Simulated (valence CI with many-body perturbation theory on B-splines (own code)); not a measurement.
E1 transitions of Ba VI

Level of theory: relativistic CI+MBPT: five valence electrons over a frozen Dirac-Fock core [Kr] 4d10, radial functions for each j: 11 s, 11 p, 10 d, 8 f, 5 g, 2 h, with the one-electron correlation potential Σ1 (screened to all orders), the two-electron term Σ2, the three-electron term Σ3, Breit, model QED; selected single and double excitations, second order for the rest, scaled by the run's own slope (own B-spline code, finite nucleus).

Set against measurement, 45 paired levels are off by 340 cm⁻¹ on average, the worst by 785. These come from a selection out of Sansonetti and Curry, J. Phys. Chem. Ref. Data 39, 043103 (2010). Levels without a partner in it may be off by more, other configurations by several thousand cm⁻¹. Among the levels kept, up to 2800 cm⁻¹ of a level comes from second order outside the variational space, and about a tenth of that is noise between levels of different J, which matters for small intervals. 1 measured level below the end of the list, from 200938 cm⁻¹ on, found no clear computed partner.

Lines 51 to 100 of 584 in falling wavelength, among levels below 330340 cm⁻¹, chosen from the strongest by gf and those to the six lowest levels. Wavelengths and rates use the calculated energies, so an error of 300 cm⁻¹ moves a line at 2451 Å by 0.74 % and its rate by three times that or more. Electric multipoles are in the length gauge, E1 and E2 with the static RPA response of the core. Weak lines are less certain than strong ones. Lines between different terms over intervals too small for the method are left out, as are lines whose strength nearly cancels. Where a level lies close to another of its J and parity, the split of strength between their lines is uncertain. The highest levels of a list are the least certain.

Names give the largest LS component (configuration and term), which can be under half, so a name can repeat, a term be missing and a line seem to break the LS rules; names also repeat where a configuration has a term twice. Letters in brackets count levels of one name in rising energy.

```
λ vac (Å)                   Upper                   Lower   A (s⁻¹)  log gf  Branch %
     2451      5s2 5p2 6p 4S°_3/2       5s2 5p2 6s 2P_3/2  6.06e+07   -0.66       1.8
     2439      5s2 5p2 6p 4D°_1/2       5s2 5p2 6s 4P_1/2  2.96e+08   -0.28       8.9
     2386      5s2 5p2 6p 4P°_1/2       5s2 5p2 6s 2P_3/2  3.13e+07   -1.27       0.8
     2386      5s2 5p2 6p 4D°_5/2       5s2 5p2 6s 4P_5/2  1.49e+08   -0.12       4.5
     2384   5s2 5p2 5d 2D_3/2 [a]  4f 5s2 5p2 2F°_5/2 [a]  1.56e+07   -1.27       0.2
     2299   5s2 5p2 5d 2D_3/2 [c]  4f 5s2 5p2 2F°_5/2 [c]  3.37e+07   -0.97       0.1
     2275      5s2 5p2 6p 4P°_5/2       5s2 5p2 6s 4P_5/2  6.81e+07   -0.50       1.8
     2272       5s 5p3 5d 4D°_7/2       5s2 5p2 6s 4P_5/2  1.31e+07   -1.09       2.9
     2263  5s2 5p2 6p 4D°_3/2 [b]       5s2 5p2 6s 4P_3/2  2.15e+08   -0.18       6.5
     2257      5s2 5p2 6p 4S°_3/2       5s2 5p2 6s 4P_5/2  7.17e+07   -0.66       2.1
     2191   5s2 5p2 5d 2D_5/2 [c]  4f 5s2 5p2 2F°_7/2 [c]  1.20e+07   -1.28       0.0
     2178       5s 5p3 5d 4D°_5/2       5s2 5p2 6s 4P_3/2  2.28e+07   -1.01       2.5
     2161      5s2 5p2 6p 4S°_3/2       5s2 5p2 6s 2P_1/2  8.59e+07   -0.62       2.5
     2111   5s2 5p2 5d 2P_3/2 [b]  4f 5s2 5p2 2D°_5/2 [b]  2.87e+07   -1.12       0.1
     2110      5s2 5p2 6p 4P°_1/2       5s2 5p2 6s 2P_1/2  1.76e+08   -0.63       4.8
     2085      5s2 5p2 6p 2P°_3/2       5s2 5p2 6s 2P_3/2  3.58e+08   -0.03      11.2
     2081      5s2 5p2 6p 4D°_5/2       5s2 5p2 6s 4P_3/2  1.47e+08   -0.24       4.5
     2071   5s2 5p2 5d 2F_7/2 [b]      4f 5s2 5p2 2H°_9/2  2.87e+07   -0.83       0.1
     2043      5s2 5p2 6p 4P°_3/2       5s2 5p2 6s 4P_5/2  3.87e+08   -0.01      10.9
     2043      5s2 5p2 6p 4D°_7/2       5s2 5p2 6s 4P_5/2  5.29e+08    0.42      14.4
     2018   5s2 5p2 5d 2D_5/2 [a]      4f 5s2 5p2 2G°_7/2  4.31e+07   -0.80       0.1
     2009  5s2 5p2 6p 4D°_3/2 [a]       5s2 5p2 6s 4P_1/2  5.41e+08    0.12      13.9
     1997      5s2 5p2 6p 4P°_5/2       5s2 5p2 6s 4P_3/2  3.91e+08    0.15      10.5
     1993      5s2 5p2 6p 2D°_5/2       5s2 5p2 6s 2P_3/2  3.82e+08    0.14      11.3
     1987   5s2 5p2 5d 2F_5/2 [b]  4f 5s2 5p2 2F°_7/2 [a]  2.10e+07   -1.13       0.1
     1983      5s2 5p2 6p 4S°_3/2       5s2 5p2 6s 4P_3/2  2.42e+08   -0.24       7.1
     1964      5s2 5p2 6p 4P°_3/2       5s2 5p2 6s 2P_1/2  1.79e+08   -0.38       5.0
     1943      5s2 5p2 6p 2P°_3/2       5s2 5p2 6s 4P_5/2  3.68e+07   -1.08       1.2
     1941       5s2 5p2 5d 4P_5/2      4f 5s2 5p2 4D°_7/2  1.37e+07   -1.33       0.0
     1940      5s2 5p2 6p 4P°_1/2       5s2 5p2 6s 4P_3/2  3.19e+08   -0.44       8.6
     1912       5s 5p3 5d 4F°_7/2       5s2 5p2 6s 4P_5/2  1.28e+07   -1.25       1.4
     1871      5s2 5p2 6p 2P°_3/2       5s2 5p2 6s 2P_1/2  1.37e+08   -0.54       4.3
     1870  5s2 5p2 6p 2P°_1/2 [a]       5s2 5p2 6s 2P_3/2  1.94e+08   -0.69      12.7
     1863      5s2 5p2 6p 2D°_5/2       5s2 5p2 6s 4P_5/2  2.54e+08   -0.10       7.5
     1851  5s2 5p2 6p 2P°_1/2 [b]       5s2 5p2 6s 2P_3/2  2.54e+08   -0.58      12.3
     1744   5s2 5p2 5d 2D_5/2 [c]  4f 5s2 5p2 2F°_7/2 [b]  3.48e+07   -1.02       0.1
     1696  5s2 5p2 6p 2P°_1/2 [a]       5s2 5p2 6s 2P_1/2  1.82e+08   -0.80      12.0
     1681  5s2 5p2 6p 2P°_1/2 [b]       5s2 5p2 6s 2P_1/2  1.29e+08   -0.96       6.2
     1590  5s2 5p2 6p 4D°_3/2 [a]   5s2 5p2 5d 2P_1/2 [b]  3.77e+07   -1.24       1.0
     1557      5s2 5p2 6p 4S°_3/2       5s2 5p2 6s 4P_1/2  3.43e+07   -1.30       1.0
     1551   5s2 5p2 5d 2F_7/2 [b]  4f 5s2 5p2 2G°_9/2 [b]  1.84e+07   -1.27       0.0
     1543      5s2 5p2 6p 4P°_5/2   5s2 5p2 5d 2P_3/2 [b]  2.95e+07   -1.20       0.8
     1406  5s2 5p2 6p 4D°_3/2 [b]   5s2 5p2 5d 2P_1/2 [b]  4.14e+07   -1.31       1.2
     1298  5s2 5p2 6p 4D°_3/2 [b]   5s2 5p2 5d 2D_5/2 [a]  1.04e+08   -0.98       3.1
     1269      5s2 5p2 6p 2D°_5/2   5s2 5p2 5d 2F_7/2 [b]  1.75e+08   -0.60       5.2
     1255      5s2 5p2 6p 4P°_3/2   5s2 5p2 5d 2F_5/2 [b]  9.28e+07   -1.06       2.6
     1212  5s2 5p2 6p 4D°_3/2 [a]       5s2 5p2 5d 4P_5/2  6.05e+07   -1.27       1.5
     1138      5s2 5p2 6p 4S°_3/2   5s2 5p2 5d 2D_3/2 [a]  2.19e+08   -0.77       6.4
     1137      5s2 5p2 6p 4P°_3/2   5s2 5p2 5d 2D_5/2 [a]  9.13e+07   -1.15       2.6
     1125      5s2 5p2 6p 2S°_1/2           5s 5p4 2P_3/2  2.42e+08   -1.04       7.5
```
